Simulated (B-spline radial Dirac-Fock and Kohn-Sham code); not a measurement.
# Dipole and non-dipole photoemission parameters of Re⁶⁺ 5s

System: rhenium as Re⁶⁺, configuration 1s2 2s2 2p6 3s2 3p6 3d10 4s2 4p6 4d10 4f14 5s2 5p6 5d1; threshold 171.4 eV (orbital energy of the model). Calculated with a radial B-spline solver, using Dirac-Hartree-Slater photoionisation with a Latter tail; cross sections with all multipoles, angular parameters from the dipole term and its interference with E2.

For linearly polarised light dσ/dΩ = σ/(4π) [1 + β P₂(cos θ) + (δ + γ cos²θ) sin θ cos φ], with θ from the polarisation vector and φ the angle between the beam and the projection of the electron momentum on the plane normal to the polarisation.

```
hν (eV)  σ (kb)      β       γ
    317    48.2  1.764   0.344
    400    37.1  1.807   0.399
    401    37.0  1.807   0.399
    407    36.3  1.809   0.403
    568    23.2  1.847   0.448
    600    21.5  1.852   0.451
    720    16.7  1.867   0.455
    865    13.0  1.881   0.456
   2230    2.98  1.924   0.259
   2300    2.83  1.925   0.248
   2460    2.53  1.927   0.222
 2984.4    1.82  1.932   0.143
   3770    1.21  1.937   0.043
   4040    1.07  1.939   0.014
   5910   0.533  1.945  -0.117
 8047.8   0.296  1.949  -0.160
 9251.7       ?      ?       ?
   9350   0.221  1.950  -0.150
  13300   0.110  1.952  -0.016
```

Q: Give the values at Ga Kα (9251.7 eV).

A: σ = 0.226 kb, β = 1.950, γ = -0.151. For an s subshell δ is negligible.
